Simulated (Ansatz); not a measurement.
**Ligand exchange: CH3Cl + C2H10OSi2 → SiH3Cl + C3H10OSi**

Species: CH3Cl (chloromethane) `CCl`, singlet; C2H10OSi2 `CO[SiH](C)[SiH3]`, singlet; SiH3Cl (chlorosilane) `[SiH3]Cl`, singlet; C3H10OSi `CO[SiH](C)C`, singlet. The partners trade CH3 for SiH3: Cl–CH3 and Si–SiH3 bonds give way to Cl–SiH3 and Si–CH3.

Shapes, held fixed at every level: PBE0-D4/def2-TZVP. Flexible molecules stand in one conformer, not always the lowest. Programs: Ansatz 0.2.0. Electronic energies: no zero-point or thermal term.

Question: Estimate ΔE of this reaction.

Answer: The highest level, CCSD(T)/CBS estimate, gives ΔE = -173.0 kJ/mol; the levels span -177.9 to -152.7. The column of differences is taken from that level and isn't an error. No measured value is set beside it here. The CBS estimate extrapolates MP2 from def2-TZVPP and def2-QZVPP and adds CCSD(T) − MP2 in the triple-zeta set, cores frozen.

```tsv
level	kind	ΔE (kJ/mol)	less CCSD(T)/CBS estimate
PBE-D4/def2-TZVPP	GGA	-152.7	+20.3
r2SCAN-D4/def2-TZVPP	meta-GGA	-171.3	+1.7
B3LYP-D4/def2-TZVPP	global hybrid	-165.8	+7.2
wB97M-V/def2-TZVPP	range-separated hybrid	-177.9	-4.9
B2PLYP/def2-TZVPP	double hybrid	-173.1	-0.1
CCSD(T)/def2-TZVPP	coupled cluster or CI	-170.7	+2.3
CCSD/def2-TZVPP	coupled cluster or CI	-173.0	0.0
CCSD(T)/CBS estimate	coupled cluster or CI	-173.0	0.0
```
